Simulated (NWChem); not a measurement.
# sulfur tetrafluoride (SF₄); SMILES FS(F)(F)F

Program: NWChem. The geometry was optimised at PBE0/def2-SVP.

Q: Order these by “dipole (D)”, lowest first: B3LYP/aug-pcseg-1; B3LYP/3-21G; B3LYP/pcseg-1; B3LYP/pcseg-2.

A: B3LYP/aug-pcseg-1 (0.80), B3LYP/pcseg-2 (0.92), B3LYP/pcseg-1 (0.98), B3LYP/3-21G (1.16)
